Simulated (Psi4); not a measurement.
HBr, charge -1, doublet, at the geometry of the source list (a state made from the parent by changing its charge; the spin is typed, not shown lowest) (a gas-phase anion, which may not be bound at this level); WB97X-V/6-31G* (Psi4 1.11).

The Psi4 input:
```
memory 2 GB

molecule mol {
-1 2
  Br    0.700400    0.000000    0.000000
  H    -0.700400    0.000000    0.000000
}

set basis 6-31g*
set reference uks

energy('wb97x-v')
print_variables()
```

Output, abridged:

```
   => Loading Basis Set <=

    Name: 6-31G*
    Role: ORBITAL
    Keyword: BASIS

         ---------------------------------------------------------
                                   SCF
               by Justin Turney, Rob Parrish, Andy Simmonett
                          and Daniel G. A. Smith
                              UKS Reference
         ---------------------------------------------------------

  ==> Geometry <==

    Molecular point group: c2v
    Full point group: C_inf_v

    Geometry (in Angstrom), charge = -1, multiplicity = 2:

       Center              X                  Y                   Z               Mass
    ------------   -----------------  -----------------  -----------------  -----------------
         BR           0.000000000000     0.000000000000     0.017663318977    78.918337600000
         H            0.000000000000     0.000000000000    -1.383136681023     1.007825032230

  Running in c2v symmetry.

  Rotational constants: A = ************  B =      8.63317  C =      8.63317 [cm^-1]
  Rotational constants: A = ************  B = 258815.82432  C = 258815.82432 [MHz]
  Nuclear repulsion =   13.221874909658766

  Charge       = -1
  Multiplicity = 2
  Electrons    = 37
  Nalpha       = 19
  Nbeta        = 18

  ==> Algorithm <==

  SCF Algorithm Type is DF.
  DIIS enabled.
  MOM disabled.
  Fractional occupation disabled.
  Guess Type is SAD.
  Energy threshold   = 1.00e-06
  Density threshold  = 1.00e-06
  Integral threshold = 1.00e-12

  ==> Primary Basis <==

  Basis Set: 6-31G*
    Blend: 6-31G*
    Number of shells: 14
    Number of basis functions: 37
    Number of Cartesian functions: 37
    Spherical Harmonics?: false
    Max angular momentum: 2

  ==> DFT Potential <==

   => LibXC <=

    Version 7.1.2
    S. Lehtola, C. Steigemann, M. J. T. Oliveira, and M. A. L. Marques,  SoftwareX 7, 1–5 (2018) (10.1016/j.softx.2017.11.002)

   => Composite Functional: WB97X-V <=

    wB97X-V Hyb-GGA Exchange-Correlation Functional

    N. Mardirossian and M. Head-Gordon,  Phys. Chem. Chem. Phys. 16, 9904–9924 (2014) (10.1039/C3CP54374A)

    Deriv               =              1
    GGA                 =           TRUE
    Meta                =          FALSE

    Exchange Hybrid     =           TRUE
    MP2 Hybrid          =          FALSE

   => Exchange-Correlation Functionals <=

    1.0000   wB97X-V range-separated functional

   => Exact (HF) Exchange <=

    0.8330            HF,LR [omega = 0.3000]
    0.1670               HF

   => LibXC Density Thresholds  <==

    XC_HYB_GGA_XC_WB97X_V:  1.00E-14

   => VV10 Non-Local Parameters <=

    VV10 B              =     6.0000E+00
    VV10 C              =     1.0000E-02

   => Molecular Quadrature <=

    Radial Scheme          =       TREUTLER
    Pruning Scheme         =           NONE
    Nuclear Scheme         =       TREUTLER

    Blocking Scheme        =         OCTREE
    BS radius alpha        =              1
    Pruning alpha          =              1
    Radial Points          =             75
    Spherical Points       =            302
    Total Points           =          42447
    Total Blocks           =            384
    Max Points             =            253
    Max Functions          =             37
    Weights Tolerance      =       1.00E-15

   => Loading Basis Set <=

    Name: (6-31G* AUX)
    Role: JKFIT
    Keyword: DF_BASIS_SCF

  ==> Integral Setup <==

  SCF_SUBTYPE=INCORE selected. In-core MEM_DF algorithm will be used.
  Using in-core AOs.

  ==> MemDFJK: Density-Fitted J/K Matrices <==

    J tasked:                   Yes
    K tasked:                   Yes
    wK tasked:                  Yes
    Omega:                3.000E-01
    Algorithm:                 Core
    Schwarz Cutoff:           1E-12
    Mask sparsity (%):       0.0000
    Fitting Condition:        1E-10

   => Auxiliary Basis Set <=

  Basis Set: (6-31G* AUX)
    Blend: CC-PVDZ-JKFIT
    Number of shells: 56
    Number of basis functions: 234
    Number of Cartesian functions: 234
    Spherical Harmonics?: false
    Max angular momentum: 3

  Minimum eigenvalue in the overlap matrix is 7.2577340298E-04.
  Reciprocal condition number of the overlap matrix is 1.4284650496E-04.
    Using symmetric orthogonalization.

  ==> Pre-Iterations <==

  SCF Guess: Superposition of Atomic Densities via on-the-fly atomic UHF (no occupation information).

   -------------------------
    Irrep   Nso     Nmo
   -------------------------
     A1        20      20
     A2         3       3
     B1         7       7
     B2         7       7
   -------------------------
    Total      37      37
   -------------------------

  ==> Iterations <==

                           Total Energy        Delta E     RMS |[F,P]|

   @DF-UKS iter SAD: -2572.54900310535322   -2.57255e+03   0.00000e+00
   @DF-UKS iter   1: -2573.63051152163962   -1.08151e+00   7.06701e-02 ADIIS/DIIS
   @DF-UKS iter   2: -2573.77592514227990   -1.45414e-01   6.05132e-02 ADIIS/DIIS
   @DF-UKS iter   3: -2573.99046057865280   -2.14535e-01   6.38737e-03 ADIIS/DIIS
   @DF-UKS iter   4: -2573.99276387240752   -2.30329e-03   2.11326e-04 ADIIS/DIIS
   @DF-UKS iter   5: -2573.99279435970357   -3.04873e-05   7.67258e-05 DIIS
   @DF-UKS iter   6: -2573.99280372652311   -9.36682e-06   2.11052e-05 DIIS
   @DF-UKS iter   7: -2573.99280448160289   -7.55080e-07   5.30352e-06 DIIS
   @DF-UKS iter   8: -2573.99280452407402   -4.24711e-08   2.07650e-06 DIIS
   @DF-UKS iter   9: -2573.99280453180154   -7.72752e-09   6.56555e-07 DIIS
  Energy and wave function converged.

  ==> Post-Iterations <==

   Electrons on quadrature grid:
      Nalpha   =   18.9999991952 ; deviation = -8.048e-07
      Nbeta    =   17.9999992288 ; deviation = -7.712e-07
      Ntotal   =   36.9999984240 ; deviation = -1.576e-06

   @Spin Contamination Metric:   2.014691484E-03
   @S^2 Expected:                7.500000000E-01
   @S^2 Observed:                7.520146915E-01
   @S   Expected:                5.000000000E-01
   @S   Observed:                5.000000000E-01

    Orbital Energies [Eh]
    ---------------------

    Alpha Occupied:

       1A1  -482.371942     2A1   -62.258574     3A1   -56.068509
       1B2   -56.066304     1B1   -56.066304     4A1    -8.520997
       5A1    -6.348246     2B2    -6.340290     2B1    -6.340290
       6A1    -2.428407     3B2    -2.424731     3B1    -2.424731
       7A1    -2.419123     1A2    -2.419123     8A1    -0.634600
       9A1    -0.273897     4B2    -0.134860     4B1    -0.134860
      10A1     0.125217

    Alpha Virtual:

      11A1     0.518216    12A1     0.618233     5B2     0.654956
       5B1     0.654956     6B2     0.964038     6B1     0.964038
      13A1     0.983180     2A2     0.983180    14A1     1.009702
      15A1     1.430306    16A1     2.135115     7B1     5.127960
       7B2     5.127960    17A1     5.138886     3A2     5.138886
      18A1     5.274077    19A1     6.656263    20A1    90.581233

    Beta Occupied:

       1A1  -482.371087     2A1   -62.257697     3A1   -56.066626
       1B2   -56.065775     1B1   -56.065775     4A1    -8.519370
       5A1    -6.346231     2B2    -6.338899     2B1    -6.338899
       6A1    -2.425904     3B2    -2.423136     3B1    -2.423136
       7A1    -2.417574     1A2    -2.417574     8A1    -0.618319
       9A1    -0.227499     4B2    -0.127176     4B1    -0.127176

    Beta Virtual:

      10A1     0.404855    11A1     0.520341    12A1     0.637367
       5B2     0.659039     5B1     0.659039     6B2     0.973648
       6B1     0.973648    13A1     0.989615     2A2     0.989615
      14A1     1.043001    15A1     1.483836    16A1     2.145305
       7B1     5.132375     7B2     5.132375    17A1     5.142299
       3A2     5.142299    18A1     5.280814    19A1     6.660960
      20A1    90.583666

    Final Occupation by Irrep:
             A1    A2    B1    B2
    DOCC [     9,    1,    4,    4 ]
    SOCC [     1,    0,    0,    0 ]
    NA   [    10,    1,    4,    4 ]
    NB   [     9,    1,    4,    4 ]

  @DF-UKS Final Energy: -2573.99280453180154

   => Energetics <=

    Nuclear Repulsion Energy =             13.2218749096587658
    One-Electron Energy =               -3618.5193827057437375
    Two-Electron Energy =                1102.9091855882404616
    DFT Exchange-Correlation Energy =     -71.7590846918929373
    Empirical Dispersion Energy =           0.0000000000000000
    VV10 Nonlocal Energy =                  0.1546023679360648
    Total Energy =                      -2573.9928045318015393

  UHF NO Occupations:
  HONO-2 :    4 B1 1.9999559
  HONO-1 :    9 A1 1.9991010
  HONO-0 :   10 A1 1.0000000
  LUNO+0 :   11 A1 0.0008990
  LUNO+1 :    5 B1 0.0000441
  LUNO+2 :    5 B2 0.0000441
  LUNO+3 :   12 A1 0.0000202

Computation Completed

Properties will be evaluated at   0.000000,   0.000000,   0.000000 [a0]

Properties computed using the SCF density matrix

 Multipole Moments:

 ------------------------------------------------------------------------------------
     Multipole            Electronic (a.u.)      Nuclear  (a.u.)        Total (a.u.)
 ------------------------------------------------------------------------------------

 L = 1.  Multiply by 2.5417464519 to convert [e a0] to [Debye]
 Dipole X            :          0.0000000            0.0000000            0.0000000
 Dipole Y            :          0.0000000            0.0000000            0.0000000
 Dipole Z            :          1.7303722           -1.4454903            0.2848820
 Magnitude           :                                                    0.2848820

 ------------------------------------------------------------------------------------

  Variable Map:
  ----------------------------------------------------------------------------
  "CURRENT ENERGY"              =>   -2573.992804531802
  "CURRENT REFERENCE ENERGY"    =>   -2573.992804531802
  "DD SOLVATION ENERGY"         =>       0.000000000000
  "DFT FUNCTIONAL TOTAL ENERGY" =>   -2573.992804531802
  "DFT TOTAL ENERGY"            =>   -2573.992804531802
  "DFT VV10 ENERGY"             =>       0.154602367936
  "DFT XC ENERGY"               =>     -71.759084691893
  "GRID ELECTRONS ALPHA"        =>      18.999999195195
  "GRID ELECTRONS BETA"         =>      17.999999228776
  "GRID ELECTRONS TOTAL"        =>      36.999998423971
  "NUCLEAR REPULSION ENERGY"    =>      13.221874909659
  "ONE-ELECTRON ENERGY"         =>   -3618.519382705744
  "PCM POLARIZATION ENERGY"     =>       0.000000000000
  "PE ENERGY"                   =>       0.000000000000
  "SCF ITERATION ENERGY"        =>   -2573.992804531802
  "SCF ITERATIONS"              =>       9.000000000000
  "SCF TOTAL ENERGY"            =>   -2573.992804531802
  "TWO-ELECTRON ENERGY"         =>    1102.909185588240
  "XC GRID RADIAL POINTS"       =>      75.000000000000
  "XC GRID SPHERICAL POINTS"    =>     302.000000000000
  "XC GRID TOTAL POINTS"        =>   42447.000000000000

  Array Variable Map:
  ----------------------------------------------------------------------------
  "CURRENT DIPOLE"              =>       0.000000000000 ... 0.284881963034 1 by 3
  "SCF DIPOLE"                  =>       0.000000000000 ... 0.284881963034 1 by 3
  "SCF TOTAL ENERGIES"          =>   -2572.549003105353 ... -2573.992804531802 1 by 10
```
